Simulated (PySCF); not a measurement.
**How methods differ on the electron affinity of Pd**

Pd⁻ [Kr] 4d10 5s1 (2S) → Pd [Kr] 4d10 (1S), as a difference of total energies. Calculation: PySCF 2.14, in aug-cc-pVTZ-DK (9s8p6d3f2g, 102 functions); scalar relativity by spin-free X2C-1e. Correlated levels: valence: [Kr] frozen. The calculations carry no spin-orbit coupling.

Order these methods by the electron affinity they give, lowest first.
A. CCSD (valence)
B. MP2 (valence)
C. SCS-MP2 (valence)
D. UHF

D (-0.236 eV), C (0.153 eV), B (0.231 eV), A (0.336 eV).

Errors of the correlated levels include the incompleteness of this basis and the frozen core.

A negative affinity means that the anion lies above the atom at that level of theory.

The coupled-cluster amplitudes are large for Pd⁻ (T1 above 0.03 or a double amplitude above 0.15), so a single reference is strained.

For comparison: 0.562 eV (measured; photodetachment measurements, as compiled on the Wikipedia data page of electron affinities).
